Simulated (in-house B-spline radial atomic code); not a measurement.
How numerical settings move a run on Fe7+, [Ar] 3d1. Computed with an all-electron radial atomic-structure program (B-spline basis): non-relativistic TPSS, spherical fractional occupations, point nucleus.

Command:
```bash
python run_scf.py task.json out
```
Settings of the sound reference run:
```
Z                26
electrons        19
configuration    [Ar] 3d1
hamiltonian      nr
method           tpss,tpss
spin_polarised   False
knot_spacing     0.22
spline_order     8
gauss_points     12
box_radius       7.79
max_iterations   70
damping          0.5
damped_steps     3
diis_vectors     10
tolerance        1e-08
start            Thomas-Fermi
```

Time taken, with all properties: 0.2 s on 1 thread of Arm Neoverse V1 (shared host).

It converges in 7 iterations to -1248.558138 hartree, with 3d at -137.021 eV. The other runs change the listed settings, some to values that make no sense; their results aren't properties of the atom or ion. Radii are in bohr (the nuclear one in fm), a minus after a letter asks for a j subshell, and «unchanged» means within 1e-8 hartree. The run stops when the residual is below 10 × tolerance × max(1, Z/10), or a noise floor if that is larger, and the energy moves by less than 1e-8 × √|E| hartree; so very loose and very tight tolerances often act alike.

```tsv
changed settings	outcome
spline_order = 4, box_radius = 0.78, max_iterations = 100, damping = 0.8, diis_vectors = 0	converged in 38 iterations, energy +9.15e+01 hartree from the reference, 3d level +2.9e+02 eV (the program warns: 3d has a positive eigenvalue: unbound, held by the box; 3s has a positive eigenvalue: unbound, held by the box)
box_radius = 15.58	converged in 7 iterations, energy +2.28e-07 hartree from the reference, 3d level -2.3e-05 eV
first_knot = 3.85e-06, max_iterations = 50, diis_vectors = 2	converged in 4 iterations, energy +2.33e-06 hartree from the reference, 3d level -7.0e-04 eV
box_radius = 3.9	converged in 7 iterations, energy +4.04e-06 hartree from the reference, 3d level +4.8e-04 eV (the program warns: 3d reaches the box edge; 3p reaches the box edge)
knot_spacing = 1.4, spline_order = 6, max_iterations = 60	converged in 8 iterations, energy +8.74e+00 hartree from the reference, 3d level -4.6e+00 eV (the program warns: 2s reaches the box edge; 3s reaches the box edge)
tolerance = 1e-05	converged in 4 iterations, energy +4.83e-08 hartree from the reference, 3d level -1.4e-03 eV
spline_order = 3	converged in 7 iterations, energy +2.99e-02 hartree from the reference, 3d level -1.9e-02 eV
spline_order = 7, max_iterations = 2, damped_steps = 8	not converged after 2 iterations, last residual 9.8e-04, last energy +4.32e-05 hartree from the reference
box_radius = 1.56	converged in 7 iterations, energy +1.84e+00 hartree from the reference, 3d level +1.6e+01 eV (the program warns: 3d reaches the box edge; 2p reaches the box edge)
spline_order = 6	converged in 7 iterations, energy +4.19e-06 hartree from the reference, 3d level +9.2e-04 eV
tolerance = 1e-13	converged in 8 iterations, energy unchanged, 3d level +1.9e-06 eV
spline_order = 4	converged in 7 iterations, energy +5.30e-04 hartree from the reference, 3d level +4.3e-04 eV
tolerance = 1e-06	converged in 5 iterations, energy unchanged, 3d level +5.5e-04 eV
box_radius = 0.47	converged in 6 iterations, energy +5.73e+02 hartree from the reference, 3d level +1.2e+03 eV (the program warns: 3d has a positive eigenvalue: unbound, held by the box; 3s has a positive eigenvalue: unbound, held by the box)
box_radius = 2.34	converged in 7 iterations, energy +3.07e-02 hartree from the reference, 3d level +6.5e-01 eV (the program warns: 3d reaches the box edge; 3s reaches the box edge)
electrons = 22, configuration = [Ar] 3d1 4s3, max_iterations = 60	stopped with error: shell 4s holds at most 2 electrons
spline_order = 5	converged in 7 iterations, energy +5.29e-05 hartree from the reference, 3d level -1.1e-03 eV
```

(1) What happens with hamiltonian = dirac, method = r2scan, nucleus = fermi, rms_radius = 3.7377, mass_number = 56, atomic_mass = 55.93494, speed_of_light = 137.036?

(2) What happens with box_radius = 31.16?

(3) What happens with spline_order = 10?

(4) What happens with electrons = 20, configuration = [Ar] 3d1 3f1, max_iterations = 100?

Answers

(1) Stopped with error: meta-GGAs are not served with the Dirac Hamiltonian.

(2) Converged in 7 iterations, energy +2.53e-07 hartree from the reference, 3d level -2.5e-05 eV.

(3) Converged in 7 iterations, energy +2.29e-05 hartree from the reference, 3d level -3.7e-04 eV.

(4) Stopped with error: there is no 3f shell.
